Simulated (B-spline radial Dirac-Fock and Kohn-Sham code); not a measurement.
Relativistic shifts of the levels of Pr⁷⁺

System: the Pr⁷⁺ ion, configuration [Kr] 4d10 4f1 5s2 5p3.

Both columns are ΔSCF binding energies of the configuration average from a B-spline atomic structure program: non-relativistic Hartree-Fock with a point nucleus, and Dirac-Fock with a finite nucleus and the Coulomb interaction alone, averaged over the two j levels with weights 2j+1.

```
shell  Hartree-Fock (eV)  Dirac-Fock (eV)  shift (eV)  shift (%)
   1s            40166.4          42265.4    +2099.02      +5.23
   2s             6442.0           6971.8     +529.79      +8.22
   2p             6087.5           6250.1     +162.62      +2.67
   3s             1507.6           1626.8     +119.22      +7.91
   3p             1352.7           1391.9      +39.20      +2.90
   3d             1067.1           1053.7      -13.37      -1.25
   4s              396.8            423.8      +27.04      +6.82
   4d              227.5            223.8       -3.69      -1.62
   4f              109.9            105.6       -4.30      -3.91
   5s              126.2            131.8       +5.59      +4.43
   5p              108.0            109.3       +1.34      +1.24
```

Relativity binds 1s, 2s, 2p, 3s, 3p, 4s, 5s, 5p more strongly, among those listed most of all 2s in relative terms, and 3d, 4d, 4f more weakly, because the contracted s and p shells screen the nucleus better.

Values without a named source are computed, but for edge energies of neutral atoms, which are taken from tables.
